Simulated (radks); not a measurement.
Results of a calculation; reference values are marked as such.
The terbium ion Tb2+ inside a hard spherical wall (all orbitals vanish at R), configuration held at [Xe] 4f9 and not refilled when levels cross. Code: a radial shooting solver on a logarithmic mesh with Libxc functionals. Model: scalar-relativistic Kohn-Sham, LDA (Slater exchange, VWN5 correlation), spin-polarised, spherical densities, point nucleus; open shells are filled with parallel spins first (spin-orbit coupling, left out, can overturn this in heavy ions). Eigenvalues in eV for spin up, with the zero of energy where the potential of the charges vanishes at infinity; a dash marks a level that is unbound or too diffuse for the functional's potential to be trusted. A positive occupied level is held by the wall or, in an anion where self-interaction has pushed it up, behind a barrier. The pressure on the wall is -dE/dV.

[
 {"R (bohr)": "free", "E (hartree)": "-11700.7371", "kinetic (hartree)": "12591.506", "e(4d)": "-162.17", "e(5s)": "-62.538", "e(5p)": "-39.563", "e(4f)": "-18.480", "e(6s, empty)": "-14.448", "e(5d, empty)": "-14.018", "pressure (GPa)": "0"},
 {"R (bohr)": "20", "E (hartree)": "-11700.7371", "kinetic (hartree)": "12591.506", "e(4d)": "-162.17", "e(5s)": "-62.538", "e(5p)": "-39.563", "e(4f)": "-18.480", "e(6s, empty)": "-14.448", "e(5d, empty)": "-14.018", "pressure (GPa)": "< 0.0001"},
 {"R (bohr)": "12", "E (hartree)": "-11700.7371", "kinetic (hartree)": "12591.506", "e(4d)": "-162.17", "e(5s)": "-62.538", "e(5p)": "-39.563", "e(4f)": "-18.480", "e(6s, empty)": "-14.448", "e(5d, empty)": "-14.018", "pressure (GPa)": "< 0.0001"},
 {"R (bohr)": "10", "E (hartree)": "-11700.7371", "kinetic (hartree)": "12591.506", "e(4d)": "-162.17", "e(5s)": "-62.538", "e(5p)": "-39.563", "e(4f)": "-18.480", "e(6s, empty)": "-14.447", "e(5d, empty)": "-14.017", "pressure (GPa)": "< 0.0001"},
 {"R (bohr)": "5", "E (hartree)": "-11700.7330", "kinetic (hartree)": "12591.546", "e(4d)": "-161.96", "e(5s)": "-62.390", "e(5p)": "-39.428", "e(4f)": "-18.287", "e(6s, empty)": "-12.311", "e(5d, empty)": "-13.427", "pressure (GPa)": "0.876"},
 {"R (bohr)": "4", "E (hartree)": "-11700.6925", "kinetic (hartree)": "12591.895", "e(4d)": "-160.97", "e(5s)": "-61.666", "e(5p)": "-38.704", "e(4f)": "-17.352", "e(6s, empty)": "-6.422", "e(5d, empty)": "-11.485", "pressure (GPa)": "16.1"},
 {"R (bohr)": "3.5", "E (hartree)": "-11700.5813", "kinetic (hartree)": "12592.722", "e(4d)": "-159.25", "e(5s)": "-60.386", "e(5p)": "-37.326", "e(4f)": "-15.716", "e(6s, empty)": "1.554", "e(5d, empty)": "-8.640", "pressure (GPa)": "75.2"},
 {"R (bohr)": "3", "E (hartree)": "-11700.1785", "kinetic (hartree)": "12595.283", "e(4d)": "-155.06", "e(5s)": "-57.196", "e(5p)": "-33.664", "e(4f)": "-11.737", "e(6s, empty)": "18.668", "e(5d, empty)": "-2.226", "pressure (GPa)": "374"},
 {"R (bohr)": "1.5", "E (hartree)": "-11664.6678", "kinetic (hartree)": "12732.894", "e(4d)": "-63.568", "e(5s)": "67.649", "e(5p)": "113.86", "e(4f)": "84.230", "e(6s, empty)": "446.91", "e(5d, empty)": "185.06", "pressure (GPa)": "122000"}
]
